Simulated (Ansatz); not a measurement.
CH5ClFGeN, SMILES `C[NH][GeH]([F])[Cl]`. Total charge 0; spin multiplicity 1.

Z-matrix (Å, degrees):
```
C
N 1 1.453
H 1 1.093 2 109.8
H 1 1.097 2 114.0 3 -121.8
H 1 1.093 2 109.7 3 117.2
Ge 2 1.801 1 119.9 3 -163.5
H 2 1.011 1 113.0 3 58.9
Cl 6 2.152 2 114.1 1 -64.1
F 6 1.726 2 105.3 1 -178.6
H 6 1.526 2 113.3 1 60.6
```

**Question.** List the harmonic frequencies (cm⁻¹, unscaled) at PBE0-D4/def2-TZVP in Ansatz. (Estimate.)

**Answer.** The calculation gave: 47, 117, 154, 201, 232, 297, 419, 533, 679, 707, 728, 750, 1099, 1129, 1143, 1395, 1459, 1486, 1514, 2216, 3018, 3086, 3115, 3594.

**Question.** Is this a minimum?

**Answer.** Yes, all 24 modes are real.

**Question.** Give the ideal-gas thermochemistry at 298.15 K and 1 bar (rigid rotor, harmonic oscillator; point group C1, symmetry number 1).

**Answer.** Zero-point energy 174.2 kJ/mol; H(298) − E = 196.4 kJ/mol; entropy 368.2 J/(mol·K), of which translation 172.0, rotation 116.6, vibration 79.5; G(298) − E = 86.6 kJ/mol. Modes under 100 cm⁻¹ are hindered rotations or soft bends, so the harmonic entropy is rough.

**Question.** And at 400, 500, 600, 800 and 1000 K?

**Answer.** 
| T (K) | H − E (kJ/mol) | S (J/mol/K) | G − E (kJ/mol) |
| --- | --- | --- | --- |
| 400 | 208.4 | 402.7 | 47.3 |
| 500 | 221.8 | 432.5 | 5.5 |
| 600 | 236.5 | 459.3 | -39.1 |
| 800 | 268.9 | 505.8 | -135.7 |
| 1000 | 304.4 | 545.4 | -240.9 |

**Question.** Rotational constants (cm⁻¹)?

**Answer.** 0.1055, 0.07233, 0.04801.
